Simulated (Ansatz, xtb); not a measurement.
Ranking isomers of ClH3O2Si2+

6 gas-phase structures of ClH3O2Si2+, found in a search over its isomers (lower ones may exist). Each was relaxed with GFN2-xTB; where two conformers were screened, the lower at r2SCAN-D4/def2-SVP is listed:

A. the doublet with the links of `O[SiH+]O[SiH]Cl`
B. the doublet with the links of `O[Si](Cl)O[SiH2+]`
C. a doublet given by its coordinates
D. the doublet with the links of `[H]/[O+]=[Si]\O[SiH2]Cl`
E. the doublet with the links of `O[SiH2][O+]=[Si]Cl`
F. a doublet given by its coordinates

C (Å):

| atom | x (Å) | y (Å) | z (Å) |
| --- | --- | --- | --- |
| Cl | -1.3523 | -1.2361 | -3.6335 |
| O | 0.9336 | 0.9648 | 0.7106 |
| O | -0.8047 | 0.8545 | -1.3235 |
| Si | 0.2947 | 1.9056 | -0.3953 |
| Si | -1.7421 | -0.1142 | -2.0786 |
| H | 1.7153 | 0.4192 | 0.7738 |
| H | 1.1425 | 2.3042 | -1.5045 |
| H | -0.6392 | 2.7739 | 0.2805 |

Close contacts (Å): Cl1–Si5 1.96, O2–Si4 1.59, O3–Si4 1.78, O3–Si5 1.55, O2–H6 0.96, Si4–H7 1.45, Si4–H8 1.44.

F (Å):

```xyz
8

Cl   -2.6997   -1.0556   -1.6538
O    -1.4509    1.7079   -1.5961
O    -0.1375   -0.1205   -0.4623
Si   -1.1685    0.1544   -1.8632
Si    0.7607    0.0326    0.7834
H    -2.1376    2.2635   -1.9617
H    -0.1890   -0.0729   -2.8996
H     1.6967    1.1415    0.9596
```

Close contacts (Å): Cl1–Si4 1.96, O2–Si4 1.60, O3–Si4 1.76, O3–Si5 1.54, O2–H6 0.96, Si4–H7 1.44, Si5–H8 1.46.

Task: Estimate their order in r2SCAN-D4/def2-SVP energy at these geometries, lowest first.

Result: Calculated order at r2SCAN-D4/def2-SVP: A (0.000), D (0.048), C (0.100), E (0.101), F (0.117), B (0.291) eV. Less than 1 kcal/mol parts C and E; E and F, so the order within those pairs means little.

Energies above the lowest of each column, in eV; the last columns are at B3LYP/6-31G* geometries and were run for some of them only (a dash: not run or not comparable):

| structure | GFN2-xTB | HF/STO-3G | r2SCAN-D4/def2-SVP | B3LYP/6-31G* | CCSD(T)/def2-SVP + ΔMP2/def2-TZVPP |
| --- | --- | --- | --- | --- | --- |
| A | 0.000 | 0.267 | 0.000 | 0.000 | 0.000 |
| D | 0.447 | 0.150 | 0.048 | 0.102 | 0.066 |
| C | 0.210 | 0.282 | 0.100 | 0.116 | – |
| E | 0.153 | 0.138 | 0.101 | – | – |
| F | 0.281 | 0.000 | 0.117 | – | – |
| B | 0.373 | 0.451 | 0.291 | – | – |

CCSD(T)/def2-SVP + ΔMP2/def2-TZVPP puts A lowest of those it was run on; HF/STO-3G picks F. Some further structures that were screened fall inside this span and aren't listed. Flexible structures stand in one conformer each, not always the lowest. Frequencies (B3LYP/6-31G*) were run for A, D alone. Open shells are spin-unrestricted. ΔMP2 is the change of the MP2 energy from the smaller to the larger basis.

Over these structures GFN2-xTB departs from r2SCAN-D4/def2-SVP by 0.098 eV on average once a common shift is removed. A GFN2-xTB relaxation took about 0.22 s and the r2SCAN-D4/def2-SVP energy about 2.1 s on a shared host (Ansatz 0.2.0, xtb 6.7.1 (Pople sets with spherical d functions)).
